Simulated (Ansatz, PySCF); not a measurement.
C₄H₇O₂, SMILES C1CO[CH]CO1, multiplicity 2. Atoms are numbered in the order given.

```xyz
13

C      0.5906     1.2737     0.0999
C      1.4081     0.0490    -0.1751
O      0.6405    -0.9929    -0.7521
C     -0.5169    -1.2417     0.0145
C     -1.3834     0.0063     0.0798
O     -0.6557     1.1065     0.6233
H      1.0751     2.1882     0.4545
H      1.8735    -0.3280     0.7707
H      2.2312     0.2838    -0.8677
H     -1.0666    -2.0648    -0.4673
H     -0.2435    -1.5604     1.0428
H     -1.7255     0.2683    -0.9380
H     -2.2603    -0.1443     0.7266
```
Charge 0, spin multiplicity 2.

Geometry optimised at B3LYP-D3(BJ)/def2-SVP. The isomer is the one that the SMILES or the coordinates give; other isomers of the formula were not compared. Other conformers were not sampled.

Two levels are set side by side: PBE-D3(BJ)/def2-SVP (Ansatz, a first-principles code) and B3LYP-D3(BJ)/def2-SVP (Ansatz). Each level has its own optimised geometry; the coordinates shown are those of the second. Frequencies come from the Hessian of PySCF at each geometry. Differences are taken from unrounded values.

```tsv
quantity	B3LYP-D3(BJ)
mean bond length (Å)	1.259
bond C1–C2 (Å)	1.498
bond C1–O6 (Å)	1.362
bond C2–O3 (Å)	1.417
bond O3–C4 (Å)	1.410
bond C4–C5 (Å)	1.521
bond C5–O6 (Å)	1.427
bond C1–H7 (Å)	1.094
bond C2–H8 (Å)	1.120
bond C2–H9 (Å)	1.101
bond C4–H10 (Å)	1.101
bond C4–H11 (Å)	1.111
bond C5–H12 (Å)	1.105
bond C5–H13 (Å)	1.100
highest harmonic wavenumber (cm⁻¹)	3181
mean harmonic wavenumber (cm⁻¹)	1442
zero-point energy (kcal/mol)	68.02
```

What does PBE-D3(BJ) give, and how far is it from B3LYP-D3(BJ)? (An estimate is asked for; the answer gives what the named calculation found.)


```
quantity                            PBE-D3(BJ)  PBE-D3(BJ) minus B3LYP-D3(BJ)
----------------------------------  ----------  -----------------------------
mean bond length (Å)                     1.266                          0.007
bond C1–C2 (Å)                           1.497                          0.000
bond C1–O6 (Å)                           1.368                          0.006
bond C2–O3 (Å)                           1.424                          0.007
bond O3–C4 (Å)                           1.416                          0.006
bond C4–C5 (Å)                           1.524                          0.003
bond C5–O6 (Å)                           1.434                          0.007
bond C1–H7 (Å)                           1.102                          0.008
bond C2–H8 (Å)                           1.131                          0.011
bond C2–H9 (Å)                           1.109                          0.008
bond C4–H10 (Å)                          1.109                          0.008
bond C4–H11 (Å)                          1.120                          0.010
bond C5–H12 (Å)                          1.114                          0.009
bond C5–H13 (Å)                          1.108                          0.008
highest harmonic wavenumber (cm⁻¹)        3118                            -63
mean harmonic wavenumber (cm⁻¹)           1399                            -43
zero-point energy (kcal/mol)             66.00                          -2.02
```

GGA bonds tend to be longer and softer than those of functionals with exact exchange. Differences between two approximate levels are no errors against the true value.
